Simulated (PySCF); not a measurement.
Input for PySCF: D3(BJ) and D4 dispersion corrections on H6MoO3 (SMILES [OH][MoH3]([OH])[OH]), 2S+1 = 3, a spin state set in the input, which need not be the lowest.

```python
from pyscf import gto
from pyscf.dispersion import dftd3, dftd4

mol = gto.M(
    atom='''
    Mo   -0.25997840    0.89956221   -0.37125728
    O    -1.60052134   -0.41589208   -0.15181598
    H    -1.40241947   -1.30061922    0.17911871
    O    -0.08498451    2.24952639    0.94404834
    H     0.59323147    2.22529022    1.62970718
    O     0.42379365    1.22217508   -2.10661665
    H     1.26700996    0.86489198   -2.40998521
    H    -0.29028537   -3.18836962    0.99557254
    H     0.20438197   -2.64022146    0.89356942
    H     1.02308278   -0.05206217    0.16318324
    ''',
    basis='def2-svp',
    charge=0, spin=2, verbose=0, max_memory=1800)
d3, d4 = {}, {}
for xc in ['hf', 'pbe', 'blyp', 'revpbe', 'tpss', 'r2scan', 'b3lyp', 'pbe0', 'bhlyp', 'camb3lyp', 'b2plyp']:
    d3[xc] = float(dftd3.DFTD3Dispersion(mol, xc=xc, version='d3bj', atm=False).get_dispersion()['energy'])
    print(f'D3(BJ) {xc:10s} {d3[xc]:14.8f} Eh')
for xc in ['hf', 'pbe', 'blyp', 'revpbe', 'tpss', 'r2scan', 'b3lyp', 'pbe0', 'bhlyp', 'camb3lyp', 'b2plyp']:
    d4[xc] = float(dftd4.DFTD4Dispersion(mol, xc={'camb3lyp': 'cam-b3lyp'}.get(xc, xc), atm=True).get_dispersion()['energy'])
    print(f'D4     {xc:10s} {d4[xc]:14.8f} Eh')
```

Program output:

```
D3(BJ) hf            -0.05028163 Eh
D3(BJ) pbe           -0.00617141 Eh
D3(BJ) blyp          -0.01356382 Eh
D3(BJ) revpbe        -0.01481656 Eh
D3(BJ) tpss          -0.00793837 Eh
D3(BJ) r2scan        -0.00178440 Eh
D3(BJ) b3lyp         -0.01123940 Eh
D3(BJ) pbe0          -0.00553613 Eh
D3(BJ) bhlyp         -0.00934471 Eh
D3(BJ) camb3lyp      -0.00530237 Eh
D3(BJ) b2plyp        -0.00553235 Eh
D4     hf            -0.02098832 Eh
D4     pbe           -0.00637526 Eh
D4     blyp          -0.01364703 Eh
D4     revpbe        -0.01780223 Eh
D4     tpss          -0.00853471 Eh
D4     r2scan        -0.00162403 Eh
D4     b3lyp         -0.01019471 Eh
D4     pbe0          -0.00542812 Eh
D4     bhlyp         -0.00803719 Eh
D4     camb3lyp      -0.00553127 Eh
D4     b2plyp        -0.00444875 Eh
```

The run finished.

Cost: around 0.05 core-seconds (rough).
